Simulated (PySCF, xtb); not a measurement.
CH7GeNSi2, SMILES N1=[C]([GeH2][SiH2]1)[SiH3].

Harmonic wavenumbers (cm⁻¹) from GFN2-xTB in xtb at its own minimum, in rising order: 67, 107, 127, 167, 257, 281, 335, 367, 397, 415, 471, 515, 530, 606, 618, 738, 762, 767, 779, 814, 848, 930, 1539, 1670, 1785, 2233, 2233, 2275, 2279, 2297.

What does PySCF with ωB97X-D3(BJ)/def2-SVP give at its own minimum? (The exact figures need the calculation; the answer reports its results.)

45, 117, 137, 239, 328, 365, 393, 403, 523, 583, 602, 640, 683, 713, 743, 820, 870, 921, 953, 957, 962, 982, 1640, 2166, 2171, 2248, 2248, 2260, 2266, 2279. Paired by order, the mean absolute difference is 106 cm⁻¹ and the zero-point energies are 38.9 and 43.2 kcal/mol.
